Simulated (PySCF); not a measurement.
I³⁺ (iodine, charge +3) across methods

[Kr] 4d10 5s2 5p2, high-spin 3P determinant. All numbers are calculated (PySCF 2.14, the non-relativistic Hamiltonian (point nucleus), in dyall-av2z).

```csv
method,E (hartree),mean ε 5s α (eV),mean ε 5s β (eV),mean ε 5p α (eV),Σ⟨r²⟩ (bohr²),⟨S²⟩
LDA,-6912.55,-45.514,-43.965,-34.905,35.69,2.001
PBE0,-6918.03,-47.170,-44.503,-36.215,35.76,2.002
r2SCAN,-6918.40,-45.882,-43.386,-35.250,35.78,2.003
PBE,-6917.84,-45.258,-43.443,-34.820,35.74,2.001
PW91,-6918.79,-45.353,-43.548,-34.887,35.72,2.001
revPBE,-6918.08,-45.198,-43.253,-34.799,35.73,2.002
UHF,-6915.88405,-51.938,-46.360,-39.559,36.15,2.008
```

(1) Estimate the same row for wB97X.

A non-relativistic calculation at this Z misses sizeable relativistic shifts.

Answers

(1) E (hartree) = -6918.53; mean ε 5s α (eV) = -49.772; mean ε 5s β (eV) = -47.435; mean ε 5p α (eV) = -38.459; Σ⟨r²⟩ (bohr²) = 35.71; ⟨S²⟩ = 2.002.
